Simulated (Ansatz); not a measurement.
A nudged elastic band was laid between two geometries of CH₅BrGaN (9 atoms, charge 0, multiplicity 1).

Level of theory: RKS B3LYP/def2-SVP in Ansatz 0.2.0.

- movable images: 7
- climbing image: yes
- spring: 5.0 eV/Å²
- optimiser: quadratic models (default)
- start path: IDPP
- force threshold: 0.03 eV/Å
- iteration limit: 60
- end points: relaxed

Image 0:

```xyz
9
Properties=species:S:1:pos:R:3
N -0.403 1.592 -0.816
Ga 0.635 0.140 -0.466
C 0.070 -1.034 1.038
Br -0.784 -2.609 0.173
H -0.264 2.206 -1.612
H -1.251 1.829 -0.312
H 1.884 -0.128 -1.364
H 0.893 -1.437 1.642
H -0.692 -0.604 1.701
```

Image 8:

```xyz
9
Properties=species:S:1:pos:R:3
N 0.391 1.780 -0.238
Ga 0.229 0.044 -0.760
C -0.655 -1.205 0.511
Br 0.832 -2.236 1.340
H 0.901 2.481 -0.765
H 0.080 2.144 0.657
H 0.807 -0.382 -2.147
H -1.187 -0.722 1.341
H -1.309 -1.952 0.044
```

Question: What changes between the two ends?

Answer: No bond is made or broken. The dihedral N1–Ga2–C3–Br4 goes from 102 to -103°. The two ends are copies of one structure, up to a mirror image or an exchange of like atoms.

Question: What energy profile does the band end with?

Answer: The forces met the threshold. The highest image is number 4 of 0 to 8, 0.050 eV above the ends, which have the same energy within 2 meV. A vibrational analysis at the climbing image gives no mode beyond 40i cm⁻¹: the surface is too flat there to confirm a saddle point.

```tsv
image	path coordinate (Å)	energy (eV)	dihedral N1–Ga2–C3–Br4 (°)
0	0.00	0.000	102
1	0.64	0.009	121
2	1.27	0.028	141
3	1.91	0.044	161
4	2.55	0.050	-180
5	3.18	0.044	-161
6	3.81	0.028	-141
7	4.44	0.010	-121
8	5.07	0.000	-103
```

Question: What is the geometry of the highest image?

Answer: 
```xyz
9
Properties=species:S:1:pos:R:3
N 0.308 1.815 -0.352
Ga 0.366 0.024 -0.683
C -0.437 -1.145 0.720
Br -0.316 -3.060 0.256
H 0.671 2.519 -0.988
H -0.085 2.241 0.481
H 1.021 -0.472 -2.009
H 0.065 -1.034 1.691
H -1.505 -0.934 0.867
```

The band took 5 iterations and about 4 core-minutes.

The run took 110 s on 2 threads of Intel(R) Xeon(R) Platinum 8488C (Sapphire Rapids), on a shared host, peak memory 0.33 GiB.
